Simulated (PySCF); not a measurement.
CH5AlO. Atoms are numbered in the order given.

```xyz
8

Al    -0.0885    -1.1939     0.0000
H      1.0176    -2.3094     0.0000
H     -1.6444    -1.4659     0.0000
O      0.4603     0.4037     0.0000
C     -0.1583     1.6677     0.0000
H     -1.2522     1.5967     0.0000
H      0.1486     2.2319     0.8850
H      0.1486     2.2319    -0.8850
```
Charge 0, spin multiplicity 1.

Coordinates come from a B3LYP-D3(BJ)/def2-TZVP optimisation.

Computed with PySCF with C-PCM-PBE0/def2-SVP.

The values are the electrostatic part of the solvation free energy, E(continuum) − E(gas) at the gas-phase geometry, in a cavity of scaled van der Waals radii (PySCF's table); cavitation and dispersion terms are not included. A continuum can't describe solvent molecules that bind to the metal. In vacuum the orbital gap is 7.15 eV. The dipole moment in vacuum is 1.09 D.

**Question.** Estimate the values in water (ε = 78.36), n-hexane (ε = 1.88), N,N-dimethylformamide (ε = 37.22). (An estimate is asked for; the answer gives what the named calculation found.)

**Answer.** 
| solvent | ε | ΔG(elec) (kcal/mol) | dipole (D) | gap (eV) |
|---|---|---|---|---|
| water | 78.36 | -4.5 | 1.31 | 7.53 |
| n-hexane | 1.88 | -2.0 | 1.18 | 7.32 |
| N,N-dimethylformamide | 37.22 | -4.5 | 1.31 | 7.52 |
